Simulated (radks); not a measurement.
Numerical settings for the thulium ion Tm3+, [Xe] 4f12. All-electron calculation, Dirac Kohn-Sham, PBE, spin-unpolarised, spherical densities, finite nucleus; open shells are shared between the two j in proportion to 2j + 1; Fermi nuclear charge, rms radius 5.2256 fm. Program: a radial shooting solver on a logarithmic mesh with Libxc functionals. The defaults (mesh step 0.008 in ln r, mesh end at 40 bohr or more with all orbitals vanishing there, Anderson mixing 0.5 over 9 steps, residual threshold near 1e-9 with the energy settled to 1e-9 hartree or 1e-11 of itself, here a cap of 98 iterations) give E = -13579.0393 hartree and 4f7/2 at -35.125 eV in 15 iterations. Run on one thread of a shared host, so times are rough (Arm Neoverse N1): 0.2 s of CPU time, 0.2 s wall, 15 iterations on 2213 mesh points. Changes against that run (0 stands for a change within the tolerance of the run):

| setting | iterations | converged | E (mhartree) | e(4f7/2) (meV) | CPU (s) |
|---|---|---|---|---|---|
| mesh step in ln r 0.03 | 15 | yes | 0 | 0 | 0.07 |
| mesh step in ln r 0.005 | 15 | yes | 0 | 0 | 0.31 |
| mesh step in ln r 0.2 | 4 | no | diverged | - | 0.01 |
| mesh end (bohr) 1 | 14 | level above zero | +1.88e+05 | +2.98e+05 | 0.12 |
| mesh end (bohr) 3 | 15 | yes | +260 | +3.38e+03 | 0.18 |
| residual threshold 1e-13 | 27 | yes | 0 | 0 | 0.28 |
| residual threshold 0.01 | 11 | yes | 0 | +0.0817 | 0.17 |
| mixing 0.2 | 18 | yes | 0 | 0 | 0.23 |
| linear mixing, mixing 0.8 | 98 | no | +1.03e+05 | +2.4e+04 | 2.4 |
| linear mixing, mixing 0.2 | 88 | yes | 0 | 0 | 0.77 |
| mixing history 2 | 27 | yes | 0 | 0 | 0.29 |
| iteration cap 5 | 5 | no | +1.11 | +707 | 0.08 |

Settled on a wrong energy, with an occupied level pushed above zero by the early mesh end: mesh end (bohr) 1 (+188 hartree). Apart from these: settings that end as converged yet miss the energy by more than 1 mhartree: mesh end (bohr) 3 (+0.26 hartree). A mesh that ends early acts as a hard wall.
